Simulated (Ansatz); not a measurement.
The cluster SiTe4, relaxed as a singlet with RKS r2SCAN-D4/def2-SVP in Ansatz, starting from the GFN2-xTB geometry. Force threshold 0.02 eV/Å.

In the def2 sets Te takes a core potential; there is no spin–orbit coupling. The restricted singlet is unstable towards broken spin symmetry at other levels; at r2SCAN-D4/def2-SVP this wasn't settled. Another isomer (singlet) lies 0.61 eV lower at PBE0-D4/def2-TZVP; other spin states weren't run for this one.

Start:

```xyz
5

Si    0.529    0.396    1.390
Te    2.751   -0.358    0.187
Te    0.382   -1.600   -0.302
Te   -3.097    0.689   -0.293
Te   -0.565    0.873   -0.982
```

| step | energy (eV) | largest force component (eV/Å) | SCF passes |
| --- | --- | --- | --- |
| 1 | -37060.5410 | 1.229 | 21 |
| 2 | -37060.7012 | 0.660 | 28 |
| 3 | -37060.7354 | 0.352 | 28 |
| 4 | -37060.7780 | 0.156 | 21 |
| 5 | -37060.8203 | 0.323 | 27 |
| 6 | -37060.8412 | 0.107 | 22 |
| 7 | -37060.8520 | 0.080 | 22 |
| 8 | -37060.8566 | 0.073 | 23 |
| 9 | -37060.8575 | 0.040 | 24 |
| 10 (rejected) | -37060.8572 | 0.041 | 24 |
| 11 | -37060.8578 | 0.015 | 23 |

Force components are those of the run's own axes.

End:

```
atom   x (Å)   y (Å)   z (Å)
 Si1   0.454   0.083   1.446
 Te2   2.688  -0.028   0.022
 Te3   0.821  -1.992  -0.159
 Te4  -3.239   1.243  -0.427
 Te5  -0.723   0.694  -0.881
```

By distances, no bond broke or formed. The bond that changes most is Te3–Te5, from 2.73 to 3.18 Å (atoms count from 1).

No frequencies were taken in this run, so the end may be a saddle point.

Hardware: 4 threads of Arm Neoverse V1 on a shared host. Wall time 33 s.
